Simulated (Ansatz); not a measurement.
Coupled-cluster diagnostics for V₂S₃ (the lowest singlet isomer of a short search), Ansatz.

Geometry of the singlet (PBE-D4/def2-SVP):

Cartesian coordinates in Å:
```
V -0.559 -0.681 0.461
V 0.562 0.557 -0.604
S -1.514 0.177 -1.389
S -0.042 1.299 1.471
S 1.553 -1.352 0.060
```

Correlated methods freeze 25 core orbitals; core or outer-core shells of V are correlated, in sets that lack core-valence functions. No other spin state of charge 0 was run. The geometry of the singlet was relaxed on an unsound state (an occupied level 0.03 eV above an empty one). The structure comes from a short search, and lower isomers may exist.

Question: Estimate the CCSD(T) correlation energy, the shares of MP2 and (T), T1 and the reference's ⟨S²⟩ for: charge 0, singlet, own geometry in def2-TZVP; and the rough time on 4 threads of Arm Neoverse V2 on a shared host.

Answer: 
```json
{"state": "charge 0, singlet, own geometry", "basis": "def2-TZVP", "correlation (eV)": "-45.676", "MP2 share (%)": "107.8", "(T) share (%)": "8.9", "T1": "0.059", "⟨S²⟩ (pure)": "0.00 (0.00)", "wall time": "5.2 min", "remarks": "flagged by the program, large T1 (0.059), restricted SCF unstable at other levels, stability undecided"}
```
Customary marks for T1 are 0.02 (closed shells), 0.045 (open shells) and about 0.05 (3d metals). T1 exceeds 0.02 in 1 of 1 rows and 0.045 in 1; the higher it lies, the less the single-reference result can be trusted.
